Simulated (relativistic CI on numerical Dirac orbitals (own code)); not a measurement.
Method of calculation: Dirac-Coulomb-Breit CI, KLI orbitals optimised for each configuration, model QED (radiative potential, 1s self-energy scaled to tabulated hydrogen-like ionisation energies), valence Slater integrals scaled by 0.85, P86 correlation estimate, and configurations built on the next ion tied to the tabulated ionisation energy (semi-empirical) (own radial code, finite nucleus).

Configuration list (outside the closed core [Xe] 4f14): 5d10.6s, 5d10.6p, 5d10.6d, 5d10.7s, 5d10.5f, 5d10.6f, 5d9.6s2, 5d8.6s.6p2, 5d9.6s.6p, 5d9.6s.5f, 5d10.7p, 5d9.6p2, 5d9.6s.5g, 5d10.8s, 5d10.7d, 5d8.6s2.6p, 5d10.8p, 5d10.5g, 5d10.8d, 5d10.7f, 5d8.6s.6d2, 5d9.6p.6d, 5d9.6s.7p, 5d9.6s.7s. Levels of other configurations are missing.

Configurations that consist of the next ion and one excited electron were tied to the tabulated ionisation energy; Rydberg ones are usually within 1,000 to 3,000 cm⁻¹ and the lowest ones within about 6,000 (9,000 in d shells), while levels on excited terms of the next ion carry the error of that term, and the other configurations can be misplaced by 10,000 cm⁻¹ or more. Rates follow the energies as ν³ (E1, M1) or ν⁵ (E2), so rates, branching and lifetimes can be off by large factors. The fine structure of a lone outer electron comes out too small, for d and f at times inverted, and misplaced configurations move strength between like terms. 10 of the 10 excited levels that our extract of the measured tables holds in this range could be paired (the sources list more); they are missed by 3316 cm⁻¹ on average and 5858 at most, and levels without a partner can miss by more.

Outline of the computed level scheme of Pb IV. Lowest level of each configuration: 5d10.6s 2S_1/2 at 0.0000 eV; 5d10.6p 2P°_1/2 at 10.1687 eV; 5d9.6s2 2D_5/2 at 13.2595 eV; 5d9.6s.6p 4P°_5/2 at 20.9052 eV; 5d10.6d 2D_3/2 at 23.2135 eV; 5d10.7s 2S_1/2 at 23.2599 eV; 5d10.7p 2P°_1/2 at 26.2622 eV; 5d10.5f 2F°_5/2 at 27.5876 eV; 5d10.8s 2S_1/2 at 31.1586 eV.

Some strong electric-dipole decays among the lowest 36 levels: 5d10.6d 2D_3/2 → 5d10.6p 2P°_1/2 (3.9e+09 s⁻¹); 5d10.7p 2P°_3/2 → 5d10.6s 2S_1/2 (3.6e+09 s⁻¹); 5d10.6d 2D_5/2 → 5d10.6p 2P°_3/2 (3.5e+09 s⁻¹); 5d10.6p 2P°_3/2 → 5d10.6s 2S_1/2 (2.7e+09 s⁻¹); 5d10.7s 2S_1/2 → 5d10.6p 2P°_3/2 (2.4e+09 s⁻¹); 5d10.6p 2P°_1/2 → 5d10.6s 2S_1/2 (1.4e+09 s⁻¹); 5d10.7s 2S_1/2 → 5d10.6p 2P°_1/2 (1.3e+09 s⁻¹); 5d10.8s 2S_1/2 → 5d10.6p 2P°_3/2 (1.0e+09 s⁻¹).

Rates of lines that live on the mixing of spin multiplicities can be off by large factors.

LS names give the leading component of a level, which can be under half, so a name can repeat, a term be missing and a line seem to break the LS rules.
